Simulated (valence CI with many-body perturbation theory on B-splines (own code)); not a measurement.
# E1 transitions of Ta III

Calculated by relativistic CI+MBPT: three valence electrons over a frozen Dirac-Fock core [Xe] 4f14, radial functions for each j: 7 s, 7 p, 8 d, 6 f, 4 g, 1 h, with the one-electron correlation potential Σ1, the two-electron term Σ2, the three-electron term Σ3, Breit, model QED; selected CI, second order for the rest, scaled by the run's own slope (own B-spline code, finite nucleus).

No measured spectrum was set against this ion. As an estimate, terms of the open shell hold to 2 to 4 % of their energy, and close levels can change places; different configurations can be misplaced against each other by 1,000 to 8,000 cm⁻¹.

Lines 1 to 50 of 567 in falling wavelength, among levels below 134935 cm⁻¹, chosen from the strongest by gf and those to the six lowest levels. Wavelengths and rates use the calculated energies, so an error of 2000 cm⁻¹ moves a line at 1235 nm by 25 % and its rate by three times that or more. Electric multipoles are in the length gauge, E1 and E2 with the static RPA response of the core. Weak lines are less certain than strong ones. Lines between different terms over intervals too small for the method are left out, as are lines whose strength nearly cancels. Where a level lies close to another of its J and parity, the split of strength between their lines is uncertain. The highest levels of a list are the least certain.

Names give the largest LS component (configuration and term), which can be under half, so a name can repeat, a term be missing and a line seem to break the LS rules; names also repeat where a configuration has a term twice. Letters in brackets count levels of one name in rising energy.

```
λ vac (nm)              Upper              Lower   A (s⁻¹)  S (a.u.)
      1235      5d²7p ⁴F°_3/2   5d²6d ⁴F_3/2 [a]  7.03e+06  2.61e+01
      1140  5d²7p ⁴F°_5/2 [b]   5d²6d ⁴F_5/2 [a]  4.75e+06  2.09e+01
      1131      5d²7p ²G°_7/2   5d²6d ²H_9/2 [a]  3.89e+06  2.22e+01
      1056      5d²7p ²F°_5/2   5d²6d ²G_7/2 [a]  1.13e+07  3.93e+01
      1017      5d²7p ⁴D°_7/2   5d²6d ⁴F_7/2 [a]  4.53e+06  1.88e+01
      1006      5d²7p ⁴F°_9/2   5d²6d ²G_9/2 [a]  2.88e+06  1.45e+01
      1004  5d²7p ⁴F°_5/2 [b]   5d²6d ⁴P_3/2 [a]  6.75e+06  2.02e+01
     995.6      5d²7p ⁴D°_7/2   5d²6d ²G_9/2 [a]  4.99e+06  1.94e+01
     991.5     5d²7p ⁴G°_11/2   5d²6d ⁴F_9/2 [a]  2.52e+06  1.46e+01
     978.2      5d²7p ²F°_7/2   5d²6d ⁴F_9/2 [a]  4.29e+06  1.59e+01
     963.4      5d²7p ²G°_7/2       5d²6d ⁴G_9/2  1.04e+07  3.67e+01
     946.9      5d²7p ⁴D°_7/2   5d²6d ⁴P_5/2 [a]  6.42e+06  2.15e+01
     932.0      5d²7p ⁴G°_5/2       5d²6d ⁴H_7/2  2.24e+07  5.38e+01
     931.6      5d²7p ²G°_9/2   5d²6d ⁴F_9/2 [a]  6.87e+06  2.74e+01
     922.0      5d²7p ²G°_9/2  5d²6d ²H_11/2 [a]  1.60e+07  6.17e+01
     895.9      5d²7p ⁴G°_5/2       5d²6d ⁴G_5/2  7.10e+06  1.51e+01
     894.2      5d²7p ²F°_5/2   5d²6d ²D_5/2 [a]  5.81e+06  1.23e+01
     890.2  5d²7p ⁴F°_5/2 [b]   5d²6d ²F_7/2 [a]  1.05e+07  2.20e+01
     887.2      5d²5f ⁴F°_7/2   5d²6d ²H_9/2 [a]  4.59e+06  1.26e+01
     883.9      5d²7p ⁴D°_5/2   5d²6d ⁴D_7/2 [a]  1.32e+07  2.70e+01
     882.2      5d²7p ²G°_7/2   5d²6d ²F_7/2 [a]  8.10e+06  2.20e+01
     880.5      5d²7p ⁴F°_9/2      5d²6d ⁴G_11/2  1.25e+07  4.21e+01
     872.9      5d²7p ⁴F°_7/2   5d²6d ⁴D_7/2 [a]  8.50e+06  2.23e+01
     867.4      5d²7p ²D°_5/2   5d²6d ²F_5/2 [b]  6.82e+06  1.32e+01
     857.4      5d²7p ⁴F°_7/2   5d²6d ²H_9/2 [a]  1.48e+07  3.68e+01
     840.7      5d²7p ⁴F°_3/2       5d²6d ⁴G_5/2  1.50e+07  1.76e+01
     837.1      5d²7p ⁴G°_7/2       5d²6d ⁴H_9/2  3.27e+07  7.56e+01
     833.2  5d²7p ⁴F°_5/2 [a]       5d²6d ⁴G_7/2  2.23e+07  3.82e+01
     826.9      5d²7p ⁴D°_1/2   5d²6d ⁴P_1/2 [a]  2.03e+07  1.13e+01
     823.5      5d²7p ²F°_7/2   5d²6d ²G_9/2 [a]  6.45e+06  1.42e+01
     818.5      5d²7p ⁴G°_7/2       5d²6d ⁴G_7/2  8.14e+06  1.76e+01
     817.7  5d²7p ⁴F°_5/2 [a]   5d²6d ²F_5/2 [a]  7.82e+06  1.27e+01
     816.2      5d²7p ⁴D°_3/2       5d²6d ⁴D_3/2  1.23e+07  1.32e+01
     808.3      5d²7p ⁴G°_9/2      5d²6d ⁴H_11/2  2.22e+07  5.78e+01
     806.8      5d²7p ⁴D°_3/2   5d²6d ²F_5/2 [a]  2.01e+07  2.09e+01
     804.1     5d²7p ⁴G°_11/2      5d²6d ⁴H_13/2  2.41e+07  7.42e+01
     796.7      5d²5f ⁴H°_9/2      5d²6d ⁴H_11/2  1.23e+07  3.08e+01
     786.4      5d²7p ²F°_7/2   5d²6d ²F_7/2 [b]  6.32e+06  1.21e+01
     780.4      5d²7p ⁴G°_9/2       5d²6d ⁴G_9/2  9.23e+06  2.17e+01
     775.2     5d²5f ⁴H°_11/2      5d²6d ⁴H_13/2  1.22e+07  3.37e+01
     760.9      5d²7p ⁴D°_5/2       5d²6d ⁴D_5/2  1.08e+07  1.42e+01
     756.0      5d²7p ²G°_9/2   5d²6d ²F_7/2 [b]  4.65e+06  9.92e+00
     744.9     5d²7p ⁴G°_11/2      5d²6d ⁴G_11/2  1.11e+07  2.72e+01
     724.3      5d²7p ²D°_5/2   5d²6d ²F_7/2 [b]  1.29e+07  1.45e+01
     719.2      5d²7p ⁴G°_5/2       5d²7s ⁴F_5/2  2.65e+07  2.92e+01
     715.1      5d²7p ²F°_5/2   5d²6d ²D_3/2 [a]  8.82e+06  9.55e+00
     705.9      5d²7p ²S°_1/2       5d²7s ⁴P_1/2  3.48e+07  1.21e+01
     703.3      5d²7p ⁴F°_9/2       5d²7s ²F_7/2  1.46e+07  2.51e+01
     699.9  5d²7p ⁴F°_5/2 [b]       5d²7s ²F_5/2  1.99e+07  2.02e+01
     698.1      5d²7p ⁴D°_7/2       5d²7s ²F_7/2  1.98e+07  2.66e+01
```
